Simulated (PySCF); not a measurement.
## PySCF run on SrSi

The script input.py:

```python
from pyscf import gto, scf, mp

mol = gto.M(
    atom='Sr 0 0 0; Si 0 0 3.249',
    basis='def2-svp',
    ecp={'Sr': 'def2-svp'},
    charge=0,
    spin=0,
    verbose=4,
)
mf = scf.UHF(mol)
mf = mf.newton()
mf.kernel()
mp.MP2(mf, frozen=5).kernel()
mf.dip_moment()
print('orbital energies (hartree):', [e[max(0, n-3):n+3].round(4) for e, n in zip(mf.mo_energy, mol.nelec)])
```

```bash
$ OMP_NUM_THREADS=1 python input.py
```

The log (some set-up lines and the per-cycle HOMO/LUMO lines with their warnings removed):

```
PySCF version 2.14.0

[INPUT] verbose = 4
[INPUT] num. atoms = 2
[INPUT] num. electrons = 24
[INPUT] charge = 0
[INPUT] spin (= nelec alpha-beta = 2S) = 0
[INPUT] symmetry False subgroup None
[INPUT] Mole.unit = angstrom
[INPUT] Symbol           X                Y                Z      unit          X                Y                Z       unit  Magmom
[INPUT]  1 Sr     0.000000000000   0.000000000000   0.000000000000 AA    0.000000000000   0.000000000000   0.000000000000 Bohr   0.0
[INPUT]  2 Si     0.000000000000   0.000000000000   3.249000000000 AA    0.000000000000   0.000000000000   6.139720178712 Bohr   0.0

nuclear repulsion = 22.8023421141274
number of shells = 17
number of NR pGTOs = 85
number of NR cGTOs = 41
basis = def2-svp
ecp = {'Sr': 'def2-svp'}

******** <class 'pyscf.soscf.newton_ah.SecondOrderUHF'> ********
method = SecondOrderUHF
initial guess = minao
damping factor = 0
level_shift factor = 0
DIIS = <class 'pyscf.scf.diis.CDIIS'>
diis_start_cycle = 1
diis_space = 8
diis_damp = 0
SCF conv_tol = 1e-09
SCF conv_tol_grad = None
SCF max_cycles = 50
direct_scf = True
direct_scf_tol = 1e-13
number electrons alpha = 12  beta = 12
******** <class 'pyscf.scf.uhf.UHF'> Newton solver flags ********
SCF tol = 1e-09
conv_tol_grad = None
max. SCF cycles = 50
direct_scf = True
direct_scf_tol = 1e-13
max_cycle_inner = 12
max_stepsize = 0.05
ah_start_tol = 1e+09
ah_level_shift = 0
ah_conv_tol = 1e-12
ah_lindep = 1e-14
ah_start_cycle = 1
ah_max_cycle = 40
ah_grad_trust_region = 2.5
kf_interval = 4
kf_trust_region = 5
canonicalization = True
Set conv_tol_grad to 3.16228e-05
Initial guess E= -318.499876109563  |g|= 0.698178
macro= 0  E= -318.93638477654  delta_E= -0.436509  |g|= 0.470361  3 KF 16 JK
macro= 1  E= -318.953637696392  delta_E= -0.0172529  |g|= 0.00144262  5 KF 18 JK
macro= 2  E= -318.95363970862  delta_E= -2.01223e-06  |g|= 0.00013878  2 KF 12 JK
macro= 3  E= -318.95363970862  delta_E= -1.13687e-13  |g|= 5.5572e-06  1 KF 2 JK
Canonicalize SCF orbitals
macro X = 4  E=-318.95363970862  |g|= 5.5572e-06  total 12 KF 53 JK
converged SCF energy = -318.95363970862  <S^2> = 1.03527e-08  2S+1 = 1

******** <class 'pyscf.mp.ump2.UMP2'> ********
nocc = (np.int64(7), np.int64(7)), nmo = (36, 36)
frozen orbitals 5
E(UMP2) = -319.105409001736  E_corr = -0.151769293116125
E(SCS-UMP2) = -319.10436981106  E_corr = -0.150730102440009
E_corr(same-spin) = -0.0362227491915468
E_corr(oppo-spin) = -0.115546543924578
Dipole moment(X, Y, Z, Debye):  0.00000, -0.00000, -14.74316
orbital energies (hartree): [array([-0.4571, -0.1443, -0.1443, -0.0606,  0.0049,  0.0049]), array([-0.4571, -0.1443, -0.1443, -0.0606,  0.0049,  0.0049])]
```

In short: E(SCF) = -318.953640 Eh, 4 cycles, E(MP2) − E(SCF) = -0.15177 Eh, μz(SCF) = -14.74 D.

Hardware: Arm Neoverse V1, 1 thread, shared host. Wall time 1 s.

The bond length is a typed value, not an optimised one. No search for the lowest solution was made.
